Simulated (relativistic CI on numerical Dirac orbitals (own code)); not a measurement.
## Al: what numerical and physical settings do to a radial Dirac CI calculation

Reference input:

```
atom Al  Z=13  charge=0  electrons=13
nucleus A=27  rms_radius_fm=3.0610
hamiltonian dirac-coulomb  breit=on  qed=on  c_scale=1
orbitals kli  potential=per-configuration
slater_scale 1
correlation none
mixing on
grid step=0.0125 r_max=102.8
scf mixing=0.4 start=green max_iterations=150 tolerance=2e-08 node_fill=0.05
configurations
  [Ne] 3s2 3p
  [Ne] 3s2 3d
end
```

Computed lowest total energy -242.25702 Ha, first excitation 110.7 cm⁻¹, 22 SCF steps. Runs with settings changed; * marks those that are bad on purpose (the QED terms keep the true α when c is scaled):

```
                                          Changed        Outcome  Lowest level   ΔE (Ha)  First excitation (cm⁻¹)  SCF steps                                     Message
                node fill of the KLI weights 0.01      converged     3p ²P°1/2  0.000165                    109.4         22                                            
speed of light × 2, QED terms off, Breit term off      converged     3p ²P°1/2     0.272                     29.3         22                                            
                                    QED terms off      converged     3p ²P°1/2   -0.0275                    110.4         22                                            
                              iteration limit 4 *  not converged                                                           4  SCF of 1s2 2s2 2p6 3s2 3p did not converge
                             SCF tolerance 0.05 *      converged     3p ²P°1/2   0.00166                    113.6          6
```

With so few configurations and no correlation, terms lie too far apart (by 10 to 50 % near neutrality), their order can be wrong, and levels of other configurations are missing.
